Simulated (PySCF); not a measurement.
Si(CCH)2(Me)(OH) (C5H6OSi), SMILES C#C[Si](C)(O)C#C. Atoms are numbered in the order given.

```xyz
13

C     -0.1761     1.4416     2.4634
C     -0.0777     0.7367     1.4760
Si     0.0677    -0.3520     0.0000
C     -1.2431    -1.6603     0.0000
O      1.5375    -1.1277     0.0000
C     -0.0777     0.7367    -1.4760
C     -0.1761     1.4416    -2.4634
H     -0.2640     2.0664     3.3348
H     -1.1452    -2.2943     0.8939
H     -1.1452    -2.2943    -0.8939
H     -2.2443    -1.2045     0.0000
H      2.3189    -0.5669     0.0000
H     -0.2640     2.0664    -3.3348
```
Charge 0, spin multiplicity 1.

Coordinates come from a PBE0-D3(BJ)/def2-SVP optimisation. The values are those of a single conformer.

The numbers are results of PySCF with PBE/def2-TZVP, not measurements.

Symmetry labels are those of the subgroup Cs that the program uses (full group Cs).

Computed valence orbital energies around the gap with their symmetry:
```json
[
 {"orbital": "HOMO−7", "symmetry": "A\"", "energy (eV)": "-9.55"},
 {"orbital": "HOMO−6", "symmetry": "A'", "energy (eV)": "-9.05"},
 {"orbital": "HOMO−5", "symmetry": "A'", "energy (eV)": "-8.33"},
 {"orbital": "HOMO−4", "symmetry": "A\"", "energy (eV)": "-7.76"},
 {"orbital": "HOMO−3", "symmetry": "A'", "energy (eV)": "-7.26"},
 {"orbital": "HOMO−2", "symmetry": "A'", "energy (eV)": "-7.05"},
 {"orbital": "HOMO−1", "symmetry": "A\"", "energy (eV)": "-7.00"},
 {"orbital": "HOMO", "symmetry": "A\"", "energy (eV)": "-6.84"},
 {"orbital": "LUMO", "symmetry": "A'", "energy (eV)": "-1.58"},
 {"orbital": "LUMO+1", "symmetry": "A'", "energy (eV)": "-1.28"},
 {"orbital": "LUMO+2", "symmetry": "A\"", "energy (eV)": "-0.40"},
 {"orbital": "LUMO+3", "symmetry": "A\"", "energy (eV)": "-0.08"}
]
```
